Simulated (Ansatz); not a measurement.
Steps of a relaxation of C2H9InSi, SMILES `[SiH3]C[CH2][InH2]` with RKS PBE0-D4/def2-TZVP.

```sh
$ ansatz run in.yaml --threads 4 --pin off --events-out ev --progress --plain --max-ram 10444MiB
```

```yaml
crystal:
  periodic: [false, false, false]
  atoms:
    - {symbol: Si, position_ang: [-1.425310, 0.664490, 0.921070]}
    - {symbol: C, position_ang: [-0.641360, -0.923210, 0.220400]}
    - {symbol: C, position_ang: [0.875950, -0.846180, 0.113310]}
    - {symbol: In, position_ang: [1.568010, 0.675750, -1.375340]}
    - {symbol: H, position_ang: [-2.876700, 0.461740, 0.985840]}
    - {symbol: H, position_ang: [-0.894730, 0.890510, 2.275720]}
    - {symbol: H, position_ang: [-1.088790, 1.811490, 0.057220]}
    - {symbol: H, position_ang: [-1.068230, -1.126350, -0.767820]}
    - {symbol: H, position_ang: [-0.917640, -1.774210, 0.853400]}
    - {symbol: H, position_ang: [1.325250, -0.601650, 1.080290]}
    - {symbol: H, position_ang: [1.303340, -1.803020, -0.208710]}
    - {symbol: H, position_ang: [3.252720, 0.767300, -1.875310]}
    - {symbol: H, position_ang: [0.587480, 1.803320, -2.280070]}
basis:
  gaussian: {orbitals: def2-TZVP}
hamiltonian: {xc: pbe0, dispersion: d4}
relax: {f_tol: 0.005, max_steps: 150}
```

Positions (Å) and forces (eV/Å) along the path, 11 of 21 steps:

```xyz
13
step=1 energy=-15266.2197 eV
Si   -1.425    0.664    0.921    0.311   -1.005   -0.299
C    -0.641   -0.923    0.220    0.020    0.276    0.008
C     0.876   -0.846    0.113    0.172    0.605   -0.492
In    1.568    0.676   -1.375    0.216   -0.276    0.077
H    -2.877    0.462    0.986   -0.408    0.138    0.051
H    -0.895    0.891    2.276    0.093    0.142    0.270
H    -1.089    1.811    0.057    0.029    0.228   -0.087
H    -1.068   -1.126   -0.768   -0.169    0.030    0.064
H    -0.918   -1.774    0.853   -0.196    0.034    0.077
H     1.325   -0.602    1.080    0.109    0.000   -0.046
H     1.303   -1.803   -0.209    0.055    0.106    0.009
H     3.253    0.767   -1.875   -0.156   -0.090    0.192
H     0.587    1.803   -2.280   -0.076   -0.189    0.177
13
step=3 energy=-15266.3259 eV
Si   -1.440    0.628    0.935    0.108   -0.164   -0.080
C    -0.633   -0.908    0.199   -0.034    0.117    0.031
C     0.884   -0.787    0.046   -0.007    0.023   -0.039
In    1.619    0.649   -1.410   -0.115    0.005    0.010
H    -2.916    0.482    1.018   -0.036   -0.004    0.005
H    -0.907    0.881    2.301    0.014   -0.002    0.040
H    -1.120    1.815    0.098    0.001    0.053   -0.003
H    -1.113   -1.106   -0.767   -0.003    0.006    0.031
H    -0.894   -1.757    0.844   -0.018   -0.008   -0.009
H     1.359   -0.535    1.001   -0.001   -0.020    0.010
H     1.327   -1.744   -0.255   -0.009    0.007    0.030
H     3.309    0.688   -1.758    0.066    0.020    0.003
H     0.526    1.695   -2.253    0.034   -0.032   -0.031
13
step=6 energy=-15266.3507 eV
Si   -1.394    0.630    0.976   -0.038    0.020    0.025
C    -0.653   -0.896    0.186   -0.005   -0.061   -0.019
C     0.863   -0.797    0.025   -0.002    0.017    0.047
In    1.586    0.642   -1.430    0.029    0.098   -0.134
H    -2.881    0.558    1.034    0.045    0.024    0.001
H    -0.867    0.801    2.360   -0.009   -0.002   -0.021
H    -1.001    1.843    0.197    0.006   -0.021    0.006
H    -1.150   -1.056   -0.777    0.015    0.025   -0.013
H    -0.932   -1.760    0.806    0.008    0.010    0.011
H     1.345   -0.561    0.980    0.002    0.005    0.002
H     1.296   -1.756   -0.281   -0.012   -0.025   -0.029
H     3.300    0.955   -1.516   -0.166    0.004    0.008
H     0.488    1.397   -2.560    0.128   -0.095    0.117
13
step=7 energy=-15266.3552 eV
Si   -1.380    0.633    0.982   -0.033    0.051    0.028
C    -0.658   -0.898    0.184   -0.023   -0.063   -0.018
C     0.859   -0.808    0.024    0.028   -0.016    0.041
In    1.578    0.631   -1.431    0.064    0.182   -0.128
H    -2.869    0.593    1.032    0.052    0.014   -0.001
H    -0.857    0.788    2.370   -0.012   -0.005   -0.028
H    -0.959    1.845    0.212    0.006   -0.030    0.005
H    -1.157   -1.045   -0.781    0.020    0.021   -0.006
H    -0.945   -1.762    0.799    0.014    0.012    0.003
H     1.345   -0.582    0.979   -0.005    0.008   -0.011
H     1.284   -1.769   -0.291   -0.021   -0.022   -0.019
H     3.274    1.059   -1.464   -0.216   -0.046    0.006
H     0.486    1.314   -2.614    0.128   -0.105    0.127
13
step=11 energy=-15266.3856 eV
Si   -1.275    0.664    0.972    0.007   -0.104   -0.073
C    -0.670   -0.925    0.180   -0.033    0.070    0.060
C     0.849   -0.889    0.013    0.058   -0.053   -0.038
In    1.479    0.668   -1.372    0.089    0.086    0.015
H    -2.757    0.810    0.968    0.039    0.015   -0.004
H    -0.780    0.786    2.369    0.011    0.014    0.014
H    -0.681    1.802    0.194    0.009    0.002   -0.015
H    -1.169   -1.027   -0.791   -0.008   -0.014    0.015
H    -0.999   -1.779    0.787   -0.005    0.003   -0.007
H     1.356   -0.731    0.970   -0.021   -0.029   -0.007
H     1.227   -1.842   -0.382   -0.026    0.072    0.033
H     2.965    1.554   -1.148   -0.192   -0.081   -0.048
H     0.456    0.909   -2.759    0.072    0.020    0.057
13
step=13 energy=-15266.4057 eV
Si   -1.198    0.677    0.917   -0.038   -0.120   -0.069
C    -0.678   -0.979    0.203   -0.036    0.117    0.075
C     0.840   -0.966    0.001    0.069   -0.007   -0.013
In    1.384    0.723   -1.277    0.058    0.018   -0.030
H    -2.665    0.947    0.899    0.095    0.001   -0.010
H    -0.682    0.872    2.298    0.012    0.008   -0.021
H    -0.521    1.723    0.056   -0.031   -0.027    0.030
H    -1.198   -1.109   -0.752   -0.006    0.000   -0.005
H    -1.014   -1.798    0.852    0.011    0.014   -0.002
H     1.364   -0.865    0.956   -0.019   -0.032   -0.021
H     1.194   -1.897   -0.459   -0.039    0.087    0.030
H     2.718    1.787   -0.955   -0.100   -0.068   -0.003
H     0.455    0.884   -2.738    0.027    0.008    0.039
13
step=16 energy=-15266.4100 eV
Si   -1.189    0.677    0.905    0.029    0.002   -0.006
C    -0.682   -0.986    0.219   -0.018    0.024   -0.005
C     0.831   -0.974   -0.016    0.032   -0.016    0.037
In    1.383    0.730   -1.265   -0.051   -0.001    0.003
H    -2.648    0.954    0.918   -0.023    0.000    0.005
H    -0.627    0.916    2.261    0.000    0.001   -0.004
H    -0.545    1.703   -0.001   -0.002   -0.002    0.004
H    -1.223   -1.134   -0.723    0.009   -0.001    0.003
H    -1.003   -1.793    0.890    0.011    0.001   -0.009
H     1.374   -0.905    0.931   -0.011   -0.007    0.000
H     1.163   -1.896   -0.502    0.000   -0.007   -0.010
H     2.654    1.823   -0.862    0.019    0.004    0.004
H     0.512    0.887   -2.755    0.005    0.004   -0.023
13
step=17 energy=-15266.4105 eV
Si   -1.188    0.678    0.905   -0.007    0.002    0.014
C    -0.683   -0.984    0.221    0.013   -0.016    0.007
C     0.832   -0.977   -0.014    0.004    0.014   -0.008
In    1.376    0.731   -1.264    0.000   -0.004    0.002
H    -2.650    0.951    0.927    0.006   -0.002    0.000
H    -0.620    0.922    2.257    0.001    0.001   -0.006
H    -0.552    1.703   -0.008    0.002    0.004   -0.005
H    -1.222   -1.134   -0.721    0.001    0.000   -0.003
H    -1.001   -1.792    0.891   -0.009    0.001   -0.001
H     1.375   -0.912    0.932   -0.006    0.002    0.005
H     1.161   -1.898   -0.505   -0.005   -0.002   -0.003
H     2.648    1.823   -0.852    0.000    0.000    0.002
H     0.525    0.889   -2.767    0.000   -0.001   -0.002
13
step=18 energy=-15266.4105 eV
Si   -1.187    0.678    0.904   -0.002   -0.004   -0.002
C    -0.684   -0.985    0.220   -0.001    0.004   -0.001
C     0.831   -0.977   -0.014   -0.008   -0.003    0.003
In    1.375    0.731   -1.263    0.002    0.007   -0.007
H    -2.648    0.949    0.934   -0.003    0.001    0.003
H    -0.609    0.923    2.252    0.001    0.003    0.003
H    -0.557    1.703   -0.013    0.002   -0.003   -0.002
H    -1.223   -1.133   -0.722    0.002    0.000    0.001
H    -1.004   -1.793    0.890    0.001   -0.001   -0.001
H     1.372   -0.912    0.933    0.002   -0.002    0.002
H     1.159   -1.898   -0.505    0.003   -0.002   -0.001
H     2.643    1.827   -0.845   -0.001   -0.001    0.000
H     0.532    0.886   -2.770    0.002   -0.001    0.002
13
step=20 energy=-15266.4106 eV
Si   -1.186    0.679    0.904    0.001    0.003    0.001
C    -0.685   -0.986    0.221    0.002   -0.002   -0.001
C     0.829   -0.978   -0.015   -0.007    0.000    0.001
In    1.375    0.732   -1.261    0.002    0.001   -0.001
H    -2.648    0.948    0.946   -0.001    0.000    0.000
H    -0.598    0.931    2.246    0.000    0.000   -0.001
H    -0.565    1.700   -0.023    0.000   -0.001    0.001
H    -1.225   -1.134   -0.721    0.000    0.001    0.000
H    -1.005   -1.794    0.891    0.001    0.000    0.000
H     1.372   -0.916    0.931    0.002    0.000    0.000
H     1.156   -1.897   -0.510    0.002   -0.001    0.000
H     2.635    1.832   -0.833    0.000    0.000    0.000
H     0.545    0.883   -2.775    0.000    0.000    0.000
13
step=21 energy=-15266.4106 eV
Si   -1.186    0.679    0.904    0.001    0.001    0.000
C    -0.685   -0.986    0.221    0.001   -0.001    0.000
C     0.829   -0.978   -0.016   -0.002    0.000    0.000
In    1.375    0.732   -1.261    0.000    0.000    0.001
H    -2.648    0.949    0.946    0.000    0.000    0.000
H    -0.597    0.931    2.245   -0.001    0.000    0.000
H    -0.565    1.699   -0.024    0.000    0.000    0.000
H    -1.225   -1.134   -0.721    0.000    0.000    0.000
H    -1.005   -1.794    0.891    0.000    0.000    0.000
H     1.372   -0.916    0.931    0.000    0.000    0.000
H     1.156   -1.897   -0.510    0.000    0.000    0.001
H     2.634    1.833   -0.831    0.000    0.000   -0.001
H     0.545    0.883   -2.775    0.000    0.000    0.000
```

Run time 94 s (4 threads of an Arm Neoverse V1 on a shared host); peak host memory 0.6 GiB.
